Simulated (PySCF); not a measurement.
Species: C4H5F2GaO3.
Geometry (PBE0-D3(BJ)/def2-SVP, Å), atoms numbered from 1 in this order:
```xyz
15
C4H5F2GaO3 angstrom
F      2.3029    2.6052   -1.4070
C      1.9245    1.6735   -0.5428
F      2.9799    0.9158   -0.2422
O      0.9779    0.9019   -1.2032
C      0.1324    0.1585   -0.4735
O      0.2243    0.2222    0.7759
Ga    -0.9055   -0.7851    2.0718
O     -1.8846   -1.6377    0.6271
C     -1.7027   -1.4496   -0.6153
C     -0.7741   -0.6150   -1.2214
H      1.5204    2.1271    0.3738
H      0.0298   -1.8489    2.7245
H     -1.8407    0.2771    2.7303
H     -2.3691   -2.0272   -1.2796
H     -0.7245   -0.5582   -2.3069
```

Theory: PBE0-D3(BJ)/def2-SVP geometry optimisation, gas phase (PySCF).

Masses are those of the commonest isotopes; rigid-rotor values at the optimised geometry. The values belong to one conformer with, in the numbering `[F:1][CH:2]([F:3])[O:4][C:5]1=[O+:6][GaH2-:7][O:8][CH:9]=[CH:10]1`, F1–C2–O4–C5 -160°, C2–O4–C5–O6 1°.

Task: Give the principal moments of inertia and the rotational constants in MHz.

Result: Ia = 252.36, Ib = 990.05, Ic = 1172.89 u·Å²; 505379 MHz·u·Å²/I gives A = 2003, B = 510.5, C = 430.9 MHz.

Task: What kind of rotor is it?

Result: An asymmetric top: κ = (2 × 510.5 − 2003 − 430.9)/(2003 − 430.9) = -0.90.

Task: Is it planar, by Δ = Ic − Ia − Ib?

Result: Not planar: Δ = Ic − Ia − Ib = -69.52 u·Å². For a rigid frame Δ = −2 Σ m c², so Σ m c² = 34.76 u·Å² lies off the ab plane: 4.92 from hydrogen and 29.84 from heavier atoms. The atom farthest from that plane is 1.55 Å away.

Task: Give the other two planar moments, Paa and Pbb, and the rms extents of the mass along the axes.

Result: Paa = Σ m a² = (Ib + Ic − Ia)/2 = 955.29 and Pbb = Σ m b² = (Ia + Ic − Ib)/2 = 217.60 u·Å². With the mass M = 207.95 u, the rms extents √(P/M) along a, b and c are 2.14, 1.02, 0.41 Å.

Task: Where do the levels up to J = 4 lie, in K?

Result: Above 0(0,0), as E/k:
J = 1: 1(0,1) 0.045, 1(1,1) 0.117, 1(1,0) 0.121
J = 2: 2(0,2) 0.135, 2(1,2) 0.203, 2(1,1) 0.215, 2(2,1) 0.430, 2(2,0) 0.430
J = 3: 3(0,3) 0.270, 3(1,3) 0.333, 3(1,2) 0.356, 3(2,2) 0.565, 3(2,1) 0.566, 3(3,1) 0.933, 3(3,0) 0.933
J = 4: 4(0,4) 0.450, 4(1,4) 0.506, 4(1,3) 0.544, 4(2,3) 0.746, 4(2,2) 0.748, 4(3,2) 1.114, 4(3,1) 1.114, 4(4,1) 1.628, 4(4,0) 1.628

Task: Which lines would a microwave search look for?

Result: The dipole components are |μa| = 0.06 D, |μb| = 1.26 D, |μc| = 0.68 D. The squared components, which scale the intensities, stand as 0.00 : 1.00 : 0.30 (a : b : c). Some lines, for components of 0.1 D or more:

| type | branch | J(Ka,Kc) | MHz | lower level (cm⁻¹) |
| --- | --- | --- | --- | --- |
| c | Q | 2(1,2) ← 2(0,2) | 1416 | 0.094 |
| b | Q | 3(1,2) ← 3(0,3) | 1784 | 0.188 |
| c | R | 1(1,0) ← 0(0,0) | 2513 | 0.000 |
| b | R | 3(1,3) ← 2(0,2) | 4118 | 0.094 |
| b | Q | 3(2,1) ← 3(1,2) | 4375 | 0.247 |
| c | Q | 2(2,1) ← 2(1,1) | 4476 | 0.149 |
| b | Q | 2(2,0) ← 2(1,1) | 4480 | 0.149 |
| b | Q | 2(2,1) ← 2(1,2) | 4715 | 0.141 |
| b | R | 4(1,4) ← 3(0,3) | 4907 | 0.188 |
| c | R | 2(2,0) ← 1(1,0) | 6442 | 0.084 |
| c | R | 3(2,1) ← 2(1,1) | 7316 | 0.149 |
| c | Q | 4(3,2) ← 4(2,2) | 7624 | 0.520 |
| b | Q | 4(3,1) ← 4(2,2) | 7624 | 0.520 |
| c | R | 4(2,2) ← 3(1,2) | 8168 | 0.247 |
| c | R | 3(3,1) ← 2(2,1) | 10486 | 0.299 |
| c | Q | 4(4,1) ← 4(3,1) | 10718 | 0.774 |
| b | Q | 4(4,1) ← 4(3,2) | 10718 | 0.774 |
| b | R | 4(3,1) ← 3(2,2) | 11434 | 0.393 |

Task: Estimate the classical rotational partition function at 10 K, 25 K and 500 K.

Result: Point group C1, symmetry number σ = 1; q = (√π/σ)·√((kT/h)³/(ABC)), k/h = 20836.6 MHz/K: 8030 at 10 K, 31800 at 25 K, 2840000 at 500 K.

No frequency check. Constants of a rigid frame at the computed geometry: no zero-point averaging, no centrifugal distortion. Quadrupole hyperfine structure (69Ga) is left out.
